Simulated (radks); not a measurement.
The numbers below are computed, except where a source is named.
Fractional charge and spin in the 1s shell of lithium: the spin-up occupation runs from 0 to 1 and the spin-down occupation from 0 to 1; the fullest corner is Li+, 1s(up 1, down 1). Code: a radial shooting solver on a logarithmic mesh with Libxc functionals. Model: scalar-relativistic Kohn-Sham, PBE, spin-polarised, spherical densities, finite nucleus; Fermi nuclear charge, rms radius of each element as measured or else 0.836 A^(1/3) + 0.57 fm. Energy (eV) above the fullest corner. The planes named below are the two flat planes that join the four corners, with an edge along up + down = one added electron.

| down \ up | 0 | 0.25 | 0.5 | 0.75 | 1 |
|---|---|---|---|---|---|
| 0 | 197.488 | 164.053 | 132.146 | 102.532 | 75.368 |
| 0.25 | 164.053 | 133.792 | 105.004 | 78.409 | 54.152 |
| 0.5 | 132.146 | 105.004 | 79.266 | 55.618 | 34.191 |
| 0.75 | 102.532 | 78.409 | 55.618 | 34.809 | 16.104 |
| 1 | 75.368 | 54.152 | 34.191 | 16.104 | 0.000 |

Corners above the fullest one (they belong to Li2+ and the next ion): (up 1, down 0) 75.368 eV, (up 0, down 1) 75.368 eV, (up 0, down 0) 197.49 eV. With half an added electron in each spin the energy lies 3.899 eV from the planes (fractional-spin error, the static-correlation error of a stretched bond), and with half an added electron in spin up alone -4.282 eV (fractional-charge error). For a frontier s shell over closed shells the exact functional lies on the planes.
